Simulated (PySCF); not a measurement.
Species: C6H11B.
Bonds: C1–C2 (double), C2–C3 (double), C3–C4, C4–B5, B5–C6, B5–C7. Hydrogens: H8, H9 on C1; H10 on C3; H11, H12 on C4; H13, H14, H15 on C6; H16, H17, H18 on C7.

Theory: PBE0-D3(BJ)/def2-SVP geometry optimisation, gas phase in PySCF 2.14.0.

Problem. Give the optimised bond lengths and angles.

Solution. 
| bond | length (Å) | order |
| --- | --- | --- |
| C1=C2 | 1.309 | double |
| C2=C3 | 1.311 | double |
| C3–C4 | 1.500 | single |
| C4–B5 | 1.584 | single |
| B5–C6, B5–C7 | 1.571 | single |
| C1–H8, C1–H9 | 1.096 | single |
| C3–H10 | 1.099 | single |
| C4–H11, C4–H12 | 1.107 | single |
| C6–H13 and 5 like bonds | 1.103 | single |

Bonds in one row agree within 0.01 Å and their mean is given. Orders are formal, as drawn. A selection of angles:
| angle | degrees |
| --- | --- |
| C2–C1–H8 | 121.4 |
| H8–C1–H9 | 117.1 |
| C1–C2–C3 | 179.6 |
| C2–C3–C4 | 125.9 |
| C2–C3–H10 | 117.0 |
| C4–C3–H10 | 117.1 |
| C3–C4–B5 | 117.7 |
| C3–C4–H11 | 110.3 |
| C3–C4–H12 | 110.7 |
| B5–C4–H11 | 106.0 |
| B5–C4–H12 | 107.2 |
| H11–C4–H12 | 103.9 |
| C4–B5–C6 | 118.8 |
| C4–B5–C7 | 120.5 |
| C6–B5–C7 | 120.6 |
| B5–C6–H13 | 110.8 |
| B5–C6–H14 | 115.8 |
| B5–C6–H15 | 107.8 |
| H13–C6–H14 | 109.1 |
| H13–C6–H15 | 104.7 |
| H14–C6–H15 | 108.1 |

Torsions: C2–C3–C4–B5 -116° (anticlinal); C3–C4–B5–C6 178° (antiperiplanar). The mirror-image conformer, all signs reversed, is as good.

Of the pairs four or more bonds apart, C3···H18 is among the closest relative to their van der Waals radii: 2.88 Å, 99 % of the sum of Bondi's values. The 3 C–C bonds span 1.309 Å (C1=C2, drawn double) to 1.500 Å (C3–C4, drawn single), a spread of 0.191 Å. B5 (three-coordinate boron) is planar (angles 120.6°, 120.5° and 118.8°, sum 360.0°, 0.00 Å off the plane of its three neighbours).

Point group: C1 (no symmetry element, even within 0.4 Å). Whether it is a minimum is left open (no frequencies). One conformer, not necessarily the lowest.
